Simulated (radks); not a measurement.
Results of a calculation; reference values are marked as such.
Task: The table gives one normalised radial function P(r) = r R(r) of Mo1.2+ in [Ar] 3d10 4s2 4p(up 3, down 2.8) 4d5 (r in bohr). Code: a radial shooting solver on a logarithmic mesh with Libxc functionals. Model: scalar-relativistic Kohn-Sham, PBE, spin-polarised, spherical densities, point nucleus; open shells are filled with parallel spins first (spin-orbit coupling, left out, can overturn this in heavy ions).

| r | P |
|---|---|
| 0.001191 | 0.0000 |
| 0.001563 | 0.0000 |
| 0.002068 | 0.0000 |
| 0.002714 | 0.0000 |
| 0.003563 | 0.0001 |
| 0.004676 | 0.0002 |
| 0.006187 | 0.0004 |
| 0.008121 | 0.0009 |
| 0.01066 | 0.0019 |
| 0.0141 | 0.0042 |
| 0.01851 | 0.0088 |
| 0.0243 | 0.0181 |
| 0.0319 | 0.0368 |
| 0.0422 | 0.0739 |
| 0.05539 | 0.1403 |
| 0.07271 | 0.2545 |
| 0.0962 | 0.4424 |
| 0.1263 | 0.7035 |
| 0.1657 | 1.0239 |
| 0.2176 | 1.3392 |
| 0.2879 | 1.5456 |
| 0.3778 | 1.5235 |
| 0.4959 | 1.2571 |
| 0.6562 | 0.8284 |
| 0.8613 | 0.4290 |
| 1.131 | 0.1637 |
| 1.484 | 0.0426 |
| 1.963 | 0.0064 |
| 2.577 | 0.0006 |
| 3.383 | 0.0000 |
| 4.476 | 0.0000 |
| 5.875 | 0.0000 |

Which n and l does it have? It may be an empty orbital.

Result: n = 3, l = 2: the number of nodes gives n - l - 1 = 0, the rise at small r (about r^(l+1), flatter next to the nucleus through relativity) gives l, and the extent must fit the shell. The curve is that of 3d up; the table hardly tells the two spins apart. 3d up: eigenvalue -230.05 eV, 0 radial nodes, <r> = 0.415 bohr, 90 % of the charge inside 0.664 bohr.
